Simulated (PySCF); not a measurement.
**Simulated absorption spectrum**

Compound: Ge(NH2)Cl3.
Z-matrix (Å and degrees, PBE0-D3(BJ)/def2-SVP geometry), rows numbered from 1:
```
Ge
N   1  1.7968
H   2  1.0167  1  114.85
H   2  1.0161  1  115.75  3  -131.12
Cl  1  2.1315  2  107.74  3   -51.04
Cl  1  2.1310  2  109.02  3  -170.54
Cl  1  2.1491  2  115.93  3    68.98
```

Method used: TDDFT B3LYP/def2-SVPD, vertical, gas phase, core orbitals frozen in the response in PySCF 2.14.0, density-fitted response routines. Relativistic effects, spin–orbit coupling among them, are left out although an element past zinc is present.

Each state is given a Gaussian of 0.3 eV full width at half maximum, with ε(max) = 2.175×10⁸ f / Δν̃ (Δν̃ the width in cm⁻¹). The width is an assumption, not a result. The curve ends short of the highest state used, and states not computed would add to its high-energy end.

(λ (nm), ε (L mol⁻¹ cm⁻¹)): (161.9, 66), (163.5, 27), (165.1, 39), (166.7, 89), (168.2, 211), (169.8, 532), (171.4, 1143), (173.0, 1928), (174.5, 2514), (176.1, 2745), (177.7, 2801), (179.3, 3302), (180.8, 4542), (182.4, 6397), (184.0, 7933), (185.5, 8407), (187.1, 7907), (188.7, 7111), (190.3, 6808), (191.8, 7125), (193.4, 7626), (195.0, 7619), (196.6, 6766), (198.1, 5362), (199.7, 3674), (201.3, 2219), (202.8, 1253), (204.4, 637), (206.0, 326), (207.6, 187), (209.1, 128), (210.7, 94), (212.3, 75), (213.9, 73), (215.4, 98), (217.0, 170), (218.6, 305), (220.1, 497), (221.7, 763), (223.3, 1056), (224.9, 1322), (226.4, 1494), (228.0, 1556), (229.6, 1481), (231.2, 1293), (232.7, 1057), (234.3, 789), (235.9, 546), (237.4, 362), (239.0, 218), (240.6, 123), (242.2, 65), (243.7, 34), (245.3, 16), (246.9, 7), (248.5, 3)

Question: Where are the band maxima, and which computed states make them?

Answer: 228 nm (5.44 eV), ε about 1600, made up of S1 (100%); 194 nm (6.38 eV), ε about 7700, made up of S3 (31%) and S4 (63%); 185 nm (6.69 eV), ε about 8400, made up of S5 (20%), S6 (29%) and S7 (46%) (ε in L mol⁻¹ cm⁻¹; maxima over ε = 5, shares over 10%). At its high-energy end, 7.66 eV, the curve is still rising (ε about 68, from S10 and S11). The states used: S1 5.44 eV (f 0.017); S2 5.96 eV (f 0.0011); S3 6.32 eV (f 0.030); S4 6.39 eV (f 0.054); S5 6.65 eV (f 0.019); S6 6.69 eV (f 0.027); S7 6.73 eV (f 0.046); S8 7.07 eV (f 0.028); S9 7.37 eV (f 0.0006); S10 7.91 eV (f 0.0024); S11 8.06 eV (f 0.039); S12 8.15 eV (f 0.084); S13 8.22 eV (f 0.0029); S14 8.26 eV (f 0.0095).

Question: On this curve, what absorbance would a 10⁻³ mol/L sample give at 193 nm over a 1 cm path?

Answer: 193 nm is 6.424 eV, where ε is about 7500 L mol⁻¹ cm⁻¹, so A = ε c l ≈ 7.5 (Beer–Lambert, with the gas-phase spectrum and the assumed width).

Question: Coming from long wavelengths, where does ε first pass 100 L mol⁻¹ cm⁻¹?

Answer: At about 241 nm (5.14 eV), 0.30 eV below S1.

Question: What would ε be at 6.69 eV, the highest of these maxima, with half the width (0.15 eV)?

Answer: About 14700 L mol⁻¹ cm⁻¹ against 8410, a factor of about 1.7; a lone state at its own centre would give exactly 2.

The run took 58 s (grids of density and orbitals included) on AMD EPYC, one thread, no GPU, on a shared host, and the process peaked at 0.66 GiB of memory.
